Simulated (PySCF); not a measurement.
C7H11FO.
SMILES: `CC[C@@H]1CC[C@@H]1C(=O)F`

A linear-response calculation (PySCF, def2-SVPD basis, gas phase, vertical, core orbitals frozen in the response) gave these numbers; the functional is withheld.

Orbital energies (eV): HOMO-3 -11.08, HOMO-2 -10.59, HOMO-1 -10.24, HOMO -10.02, LUMO 0.64, LUMO+1 1.18, LUMO+2 1.53.

```csv
state,E (eV),f,"main configurations (H = HOMO, L = LUMO)"
S1,5.90,0.0022,"H→L (76%), H-3→L (11%)"
S2,7.69,0.062,H-1→L (92%)
S3,7.86,0.027,H-2→L (76%)
S4,8.22,0.0087,"H-3→L (53%), H→L (12%), H-9→L (8%)"
S5,8.40,0.0075,"H→L+1 (72%), H→L+2 (11%)"
S6,8.46,0.0040,H-1→L+1 (87%)
```

Triplets (Tamm–Dancoff): T1 5.32 eV, H→L (75%), H-3→L (11%); T2 6.40 eV, H-7→L (38%), H-1→L (24%), H-3→L (9%); T3 7.55 eV, H-1→L (61%), H-7→L (12%); T4 7.69 eV, H-2→L (69%).

Vertical ionisation energy by ΔSCF with the same functional: 10.82 eV. Mean static polarisability: 83.4 au.

Question: Which of these was used?
A. B3LYP
B. CAM-B3LYP
C. HF
D. PBE

Answer: B. CAM-B3LYP is range-separated, 19% exact exchange at short range and 65% at long range (ω = 0.33 bohr⁻¹). In this run −ε(HOMO) = 10.02 eV differs from the ΔSCF value by -0.80 eV, and S1 differs from the orbital gap of 10.66 eV by -4.76 eV. The ratio −ε(HOMO)/IP is 0.93. Small neutral molecules mostly give 0.85 to 0.93 with CAM-B3LYP, 0.5 to 0.7 with PBE, 0.67 to 0.83 with B3LYP; with Hartree–Fock the ratio is 1 or more (Koopmans' value less the relaxation energy is the ΔSCF value). The other options: PBE, a GGA without exact exchange; HF, time-dependent Hartree–Fock, 100% exact exchange; B3LYP, a global hybrid with 20% exact exchange.

Method used: TDDFT CAM-B3LYP/def2-SVPD, vertical, gas phase, core orbitals frozen in the response (PySCF 2.14.0, density-fitted response routines). One conformer (not necessarily the lowest) at the PBE0-D3(BJ)/def2-SVP geometry, without solvent, vibrations or thermal averaging.

The values belong to the conformer `[CH3:1][CH2:2][C@@H:3]1[CH2:4][CH2:5][C@@H:6]1[C:7](=[O:8])[F:9]`: C1–C2–C3–C4 -69°, C5–C6–C7–O8 144°.
